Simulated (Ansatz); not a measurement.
A nudged elastic band was laid between two geometries of GeH$_{10}$N$_{2}$Si$_{2}$ (15 atoms, charge 0, multiplicity 1).

Computed with RHF/def2-SVP (Ansatz).

```
movable images  : 9
climbing image  : yes
spring          : 5.0 eV/Å²
optimiser       : quadratic models (default)
start path      : through a guess of the saddle point
force threshold : 0.05 eV/Å
iteration limit : 51
end points      : relaxed
```

Image 0:

```xyz
15
Properties=species:S:1:pos:R:3
N -0.638 1.689 1.901
Si -0.612 -0.026 1.651
Si 0.794 -0.538 -0.195
N 0.834 -2.226 -0.616
Ge 0.095 0.696 -2.155
H -0.743 2.322 1.132
H -1.033 2.078 2.735
H -1.950 -0.639 1.392
H -0.114 -0.663 2.898
H 2.182 -0.132 0.144
H 0.022 -2.679 -0.989
H 1.379 -2.867 -0.071
H -0.173 2.175 -1.814
H 1.151 0.648 -3.269
H -1.216 0.112 -2.715
```

Image 10:

```xyz
15
Properties=species:S:1:pos:R:3
N -0.903 1.664 1.697
Si -0.673 -0.054 1.610
Si 0.811 -0.541 -0.180
N 0.909 -2.227 -0.598
Ge 0.130 0.729 -2.121
H -1.666 2.051 2.219
H -0.118 2.286 1.707
H -2.002 -0.665 1.342
H -0.183 -0.685 2.872
H 2.182 -0.106 0.203
H 0.121 -2.702 -0.992
H 1.460 -2.853 -0.042
H 0.223 2.240 -1.849
H 1.016 0.406 -3.336
H -1.327 0.407 -2.501
```

(1) Which bonds break or form, and what moves?

(2) Give the energies along the band, and the barrier.

(3) What is the geometry of the highest image?

(4) What are the harmonic wavenumbers there?

The band took 22 iterations and of the order of 16 core-minutes.

## Answers

(1) No bond is made or broken. The dihedral H6–N1–Si2–H9 goes from 166 to -72°.

(2) The run converged. The highest image is number 4 of 0 to 10, 0.043 eV above the first end and 0.057 eV above the last; the last end lies 0.015 eV below the first. A vibrational analysis at the climbing image gives one clearly imaginary mode, 135i cm⁻¹: a first-order saddle point.

| image | path coordinate (Å) | energy (eV) | dihedral H6–N1–Si2–H9 (°) |
| --- | --- | --- | --- |
| 0 | 0.00 | 0.000 | 166 |
| 1 | 0.26 | 0.004 | 176 |
| 2 | 0.51 | 0.017 | -175 |
| 3 | 0.77 | 0.037 | -174 |
| 4 | 1.03 | 0.043 | -180 |
| 5 | 1.38 | 0.040 | -166 |
| 6 | 1.73 | 0.039 | -152 |
| 7 | 2.09 | 0.028 | -119 |
| 8 | 2.44 | -0.002 | -89 |
| 9 | 2.79 | -0.013 | -73 |
| 10 | 3.14 | -0.015 | -72 |

(3) 
```xyz
15
Properties=species:S:1:pos:R:3:forces:R:3
N -0.878 1.655 1.943 0.00 0.00 0.00
Si -0.686 -0.036 1.627 0.00 -0.01 0.00
Si 0.774 -0.539 -0.187 0.00 -0.01 0.01
N 0.861 -2.227 -0.611 0.00 0.01 0.00
Ge 0.123 0.699 -2.162 0.00 0.00 0.00
H -1.225 2.301 1.262 -0.01 0.01 0.00
H -0.337 2.116 2.647 0.00 0.00 0.00
H -2.004 -0.662 1.329 0.00 0.00 0.00
H -0.159 -0.646 2.876 0.00 0.00 0.00
H 2.151 -0.112 0.182 0.00 0.00 0.00
H 0.060 -2.700 -0.982 0.00 0.00 0.00
H 1.418 -2.852 -0.061 0.00 0.00 0.00
H -0.080 2.192 -1.841 0.00 0.00 0.00
H 1.173 0.590 -3.277 0.00 0.00 0.00
H -1.213 0.167 -2.716 0.00 0.00 0.00
```

(4) 135i, 36, 67, 84, 130, 137, 179, 240, 280, 327, 390, 429, 471, 518, 545, 706, 746, 799, 850, 874, 896, 934, 956, 962, 964, 984, 1013, 1683, 1688, 2198, 2208, 2230, 2280, 2289, 2305, 3784, 3805, 3880, 3904 cm⁻¹.

Time of the run: 8.5 min on 2 threads of Arm Neoverse V2 (shared host), peak memory 0.46 GiB.
